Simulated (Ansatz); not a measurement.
A run on BH₅S₃Si, SMILES `[SiH3]B(S)SS` with other settings.

```yaml
crystal:
  periodic: [false, false, false]
  atoms:
    - {symbol: Si, position_ang: [-1.006950, 0.648885, -0.065126]}
    - {symbol: B, position_ang: [0.349705, -0.792328, -0.420826]}
    - {symbol: S, position_ang: [0.292465, -1.817934, -1.889608]}
    - {symbol: S, position_ang: [1.707387, -1.156542, 0.696013]}
    - {symbol: S, position_ang: [1.421923, 0.147044, 2.271186]}
    - {symbol: H, position_ang: [-0.363243, 1.984830, 0.053489]}
    - {symbol: H, position_ang: [-1.784782, 0.376056, 1.171994]}
    - {symbol: H, position_ang: [-1.960065, 0.696663, -1.212647]}
    - {symbol: H, position_ang: [-0.804791, -1.264485, -2.431103]}
    - {symbol: H, position_ang: [2.231554, 1.126610, 1.829429]}
basis:
  gaussian: {orbitals: "6-31++G**", fitting: {mean_field: def2-universal-jkfit}}
hamiltonian: {xc: {name: wB97X-V}}
accuracy: high
```

```sh
$ ansatz run in.yaml --threads 4 --pin off --events-out ev --progress --plain --max-ram 10444MiB
```

Shortened log:

```
Functional definition: wB97X-V
677 factors; integrals over basis functions are off by at most 3.3e-1 eV
677 factors; integrals over basis functions are off by at most 4.8e-5 eV
mean field evaluation 1: about -41133.3727 eV, gradient 1.6e1 eV
mean field evaluation 2: about -41134.3562 eV, gradient 7.7e0 eV
mean field evaluation 4: about -41134.5522 eV, gradient 7.1e-1 eV
mean field evaluation 8: about -41134.5571 eV, gradient 1.4e-2 eV
mean field evaluation 16: about -41134.5571 eV, gradient 1.5e-5 eV
mean field -41134.55706562 eV, -1511.6670901573 hartree, gradient 6.1e-8 eV, S^2 0.000000; 0 other end points of the search recorded, 0 dependent functions left out
reference -41134.55706525 eV, -1511.6670901439 hartree; 36, 36 occupied and 105, 105 virtual orbitals, 677 factors
Total energy: -41134.55706525 eV, -1511.6670901439 hartree
```

It took 17 s on 4 threads of an Intel Xeon Platinum 8488C on a shared host, with 0.69 GiB of host memory at the peak.
